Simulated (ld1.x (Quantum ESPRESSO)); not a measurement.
## bismuth (Bi), TM: configuration errors across variants

| Quantity | Value |
| --- | --- |
| Element | bismuth |
| Generator | ld1.x (Quantum ESPRESSO) 7.5 |
| Type | norm-conserving Troullier–Martins (Kleinman–Bylander form) |
| Functional | PBE |
| Relativity | non-relativistic |
| Frozen core | [Xe] 4f14 5d10 |
| Valence charge | 5 |
| Reference configuration | 6s2 6p2.75 (charge +0.25) |
| Partial waves | 6s (bound): rc 2.15 bohr; 6p (bound): rc 2.50 bohr |
| Local potential | the p channel |
| Core correction | a·sin(br)/r model core inside 1.20 bohr |

All-electron excitation energies from the reference (eV): (1) 6s2 6p3 -1.382; (2) 6s2 6p2 6.646; (3) 6s2 6p1 21.835; (4) 6s1 6p0 85.215; (5) 6s1 6p4 5.310; (6) 6s2 6p2.5 1.789; (7) 6s2 6p3.3 -2.529.

A true bound ghost makes a file unfit for plane-wave use even where its test errors are small: the radial tests pick states by their node count and pass the ghost by.

Errors AE − PS in meV (a dash: test not solved or not reliable):

```csv
change,(1),(2),(3),(4),(5),(6),(7),bound ghosts
base,-0.1,-2.3,-26,-416,-8.4,-0.1,-0.2,none
"all radii but the core radius scaled by about 0.74 (s 1.60, p 1.86 bohr)",0.0,-1.7,-28,-529,-10,0.0,+0.2,s
"all radii but the core radius scaled by about 0.89 (s 1.92, p 2.24 bohr)",-0.1,-1.9,-23,-399,-8.5,-0.1,-0.1,none
"all radii but the core radius scaled by about 0.97 (s 2.08, p 2.42 bohr)",-0.1,-2.3,-26,-415,-8.5,-0.1,-0.2,none
"all radii but the core radius scaled by about 1.17 (s 2.52, p 2.94 bohr)",0.0,-1.0,-18,-401,-7.7,0.0,+0.2,none
"all radii but the core radius scaled by about 1.24 (s 2.68, p 3.10 bohr)",+0.1,+0.2,-8.9,-365,-8.1,+0.1,+0.6,none
"all radii but the core radius scaled by about 1.35 (s 2.90, p 3.38 bohr)",+0.4,+6.0,+42,+17,-8.4,+0.6,+2.0,none
```

Task: Give the same row for: all radii but the core radius scaled by about 1.09 (s 2.34, p 2.72 bohr).

Result: -0.1, -1.9, -24, -413, -7.8, -0.1, -0.1; bound ghosts: none.
